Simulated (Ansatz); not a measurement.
Cartesian coordinates in Å:
```
B 0.259 -1.126 -0.305
O 0.167 -0.617 0.989
Si -0.192 0.834 0.226
O -0.008 -0.072 -1.175
H 0.516 -2.246 -0.608
H 0.821 1.894 0.411
H -1.563 1.333 0.462
```

Total charge 0; spin multiplicity 1.

List the ωB97M-V/def2-TZVPP orbital energies in eV (Ansatz). (An estimate is asked.)

Computed: Occupied: -1808.55, -526.41, -526.41, -189.35, -149.48, -103.64, -103.60, -103.56, -32.53, -30.06, -18.49, -16.53, -15.60, -15.31, -15.23, -12.35, -12.18, -12.12, -12.00. Lowest empty: 1.23, 2.07, 2.18, 2.79, 3.40, 3.88, 4.02, 4.71.
